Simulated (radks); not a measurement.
Values are calculated unless marked as measured or tabulated.
Species: Mo+. Configuration: [Kr] 4d3.5 5s1.5 (fractional occupations, a model configuration).

Level of theory: scalar-relativistic Kohn-Sham, SCAN, spin-unpolarised, spherical densities, finite nucleus; meta-GGA in the generalised Kohn-Sham scheme; Fermi nuclear charge, rms radius 4.4091 fm (a radial shooting solver on a logarithmic mesh with Libxc functionals).

Energy parts (eV):
part                       energy
total                 -110182.084
kinetic                113610.030
electron-nucleus      -265039.186
Hartree                 44616.326
exchange-correlation    -3369.254

Orbitals (lengths in bohr, moments of r in powers of bohr; r(max) is where P^2 peaks):
orbital,occ.,eigenvalue (eV),<r^4>,<r^2>,r(max),<1/r>
1s,2,-19878.06,7.223e-06,0.001669,0.02287,43.54
2s,2,-2831.610,0.001334,0.02782,0.1294,9.821
2p,6,-2529.574,0.0009593,0.02193,0.1036,9.532
3s,2,-497.8453,0.06804,0.2096,0.3830,3.376
3p,6,-397.8423,0.07552,0.2151,0.3769,3.206
3d,10,-236.0392,0.08353,0.2073,0.3233,2.968
4s,2,-78.3171,2.878,1.380,0.9898,1.229
4p,6,-51.3920,4.691,1.718,1.068,1.094
4d,3.5,-14.0489,27.23,3.714,1.330,0.7646
5s,1.5,-11.7636,172.1,10.69,2.710,0.4144

The highest occupied level is 5s at -11.764 eV. The electron density at the nucleus is 9.264e+04 e/bohr^3 (large components only). The density falls to 0.001 e/bohr^3 at r = 4.42 bohr.
